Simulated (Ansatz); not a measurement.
Relaxation of H₅NO₂Si₂ (10 atoms, charge 0, multiplicity 1), to a largest force component of 0.015 eV/Å in at most 40 steps.

Theory: Ansatz, RKS r2SCAN/def2-SVP.

```xyz
10
Properties=species:S:1:pos:R:3
N -1.445 -0.743 -0.970
Si -0.947 -1.198 0.564
O 0.043 -0.150 0.882
Si 1.170 0.905 1.224
O 1.801 1.277 -0.253
H -2.528 -0.658 -0.934
H -1.296 -1.484 -1.627
H -0.102 -2.392 0.295
H 0.298 2.076 1.711
H 1.619 0.639 -0.911
```

Question: Where does it end, and by what steps?

Answer: The run converged. The force dipped under the threshold on the way, but the program's further checks kept it going. After 39 steps the energy has fallen by 3.047 eV; H10 moved furthest, 1.79 Å. Parted: O5–H10. Joined: N1–H10.

```tsv
step	energy less start (eV)	largest force component (eV/Å)	accepted
0	0.0000	6.449	yes
2	-1.7838	1.060	yes
4	-2.1528	0.568	yes
6	-2.3175	0.366	yes
8	-2.3859	0.182	yes
10	-2.3938	0.085	yes
12	-2.4017	0.161	yes
14	-2.4229	0.591	yes
16	-2.4995	0.346	yes
18	-2.5687	0.813	yes
20	-2.7147	0.682	yes
22	-2.7933	3.024	no
24	-3.0299	0.392	yes
26	-3.0250	0.710	no
28	-3.0450	0.043	yes
30	-3.0456	0.014	yes
32	-3.0467	0.071	yes
34	-3.0463	0.097	no
36	-3.0471	0.062	yes
38	-3.0474	0.020	yes
39	-3.0474	0.011	yes
```

```xyz
10
Properties=species:S:1:pos:R:3
N -0.894 -0.587 -1.106
Si -1.281 -1.249 0.797
O -0.146 -0.094 1.561
Si 0.902 0.975 0.989
O 1.110 1.210 -0.530
H -1.693 -0.094 -1.511
H -0.671 -1.364 -1.732
H -0.223 -2.342 0.562
H 1.584 1.733 2.058
H -0.074 0.086 -1.103
```

Run time: 3.7 min on 2 threads of Arm Neoverse V2, on a shared host, peak memory 0.21 GiB.
